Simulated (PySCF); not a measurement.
Bonds: Al1-F2 1.651 Å, Al1-F3 1.654 Å, Al1-N4 1.764 Å, N4-Si5 1.745 Å. N4 carries H6; Si5 carries H7, H8, H9.

Calculated, not measured (PySCF 2.14): coordinates at the PBE0-D3(BJ)/def2-SVP level, GIAO B3LYP/pcSseg-1 (pcSseg-2 on Al) shieldings. Averaged over atoms made equivalent by symmetry, fast rotation or ring inversion, non-relativistic Hamiltonian, in vacuum, one conformer.

Referencing at the same level of theory: $^{1}$H, $^{29}$Si vs TMS; $^{27}$Al against [Al(H2O)6]3+; $^{19}$F against CFCl3; $^{15}$N against NH3.

```tsv
atoms	nucleus	count	δ (ppm)
F2/F3	$^{19}$F	2	?
N4	$^{15}$N	1	0.8
H7/H8/H9	$^{1}$H	3	4.70
Si5	$^{29}$Si	1	-54.0
Al1	$^{27}$Al	1	?
H6	$^{1}$H	1	-0.41
```

Estimate the values marked ?.

Answers


- Al1: 109.8 ppm, aluminium bonded to 2 F, N
- F2/F3: -188.1 ppm, fluorine bonded to Al

The OH or NH signal is concentration- and solvent-dependent in practice; the value given is the gas-phase one. Unscaled 19F shifts against computed CFCl3 carry errors that often reach 10 to 50 ppm. Experimental scales use liquid or dissolved standards, which lie at an offset from isolated NH3 (liquid NH3: subtract about 20 ppm).
